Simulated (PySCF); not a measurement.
# Bond curve of ErB

Set-up: Er x2c-SVPall, B x2c-SVPall; spin-free X2C with a Gaussian nucleus (PySCF 2.14). Energies in eV from Er (4f12 6s2) + B in their ground configurations at the same level. State: Ms = 0.5 determinant of mixed spin, about 11.5 electrons in the 4f shell (Mulliken), real f orbitals that mix terms.

All columns are PBE0. A positive dipole means Er(−)B(+).

```
R (Å)  E (eV)  μ (D)  Mulliken charge on Er (basis-dependent)  HOMO (eV)  LUMO (eV)  Mayer bond order  ⟨S²⟩
2.146  -0.816  -3.64                                     0.25      -4.63      -2.36              2.06  3.18
2.241  -0.939  -3.76                                     0.27      -4.67      -2.43              2.00  3.05
2.312  -0.978  -3.83                                     0.29      -4.66      -2.49              1.93  2.93
2.384  -0.988  -3.88                                     0.30      -4.65      -2.48              1.83  2.82
2.455  -0.977  -3.93                                     0.32      -4.63      -2.44              1.72  2.71
2.551  -0.941  -3.98                                     0.33      -4.52      -2.34              1.56  2.57
2.670  -0.878  -4.02                                     0.34      -4.28      -2.19              1.34  2.42
2.813  -0.829  -3.79                                     0.32      -4.35      -2.14              1.01  2.32
```

A fit through these points gives, at Re = 2.380 Å, μ = -3.88 D and dμ/dR = -0.751 D/Å; the reduced mass is 10.32 u.

Task: How strong is the fundamental in the double-harmonic approximation, I = 42.26·(dμ/dR)²/μred km/mol?

Result: I = 42.26·(-0.751)²/10.32 = 2.31 km/mol at PBE0.

Spin–orbit coupling is left out, which matters for elements this heavy, above all for dissociation energies. With d or f electrons several states lie close, and the lowest PBE0 determinant need not be the measured ground state.
